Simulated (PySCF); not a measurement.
**Krypton: a sound run and one with changed settings**

Sound run: Kr²⁺ [Ar] 3d10 4s2 4p4, Kr³⁺ [Ar] 3d10 4s2 4p3. Calculation: PySCF 2.14, in aug-cc-pVDZ-DK; the spin-free X2C one-electron Hamiltonian (Gaussian nucleus). In the sound run the correlated levels freeze [Ar] 3d10. The sound run starts from symmetry-adapted Hartree-Fock orbitals and uses a fine grid where one is needed.

A second run was set up differently.

```
species   method  sound run (hartree)  changed run (hartree)  converged
   Kr²⁺      MP2          -2786.79016            -2786.75204        yes
   Kr²⁺  CCSD(T)          -2786.80648            -2786.76023        yes
   Kr³⁺      MP2          -2785.51670            -2785.47109        yes
   Kr³⁺  CCSD(T)          -2785.53175            -2785.47538        yes
```

Ionisation energy of Kr²⁺:

```
 method  sound run (eV)  changed run (eV)
    UHF          34.230            34.230
    MP2          34.653            34.857
SCS-MP2          34.664            34.974
   CCSD          34.677            34.960
CCSD(T)          34.687            34.963
```

**Question.** What was changed?
A. basis contracted for another Hamiltonian
B. minimal basis
C. a valence shell is frozen
D. level shift left on

**Answer.** C. Freezing a valence shell removes pair correlation that changes on ionisation.
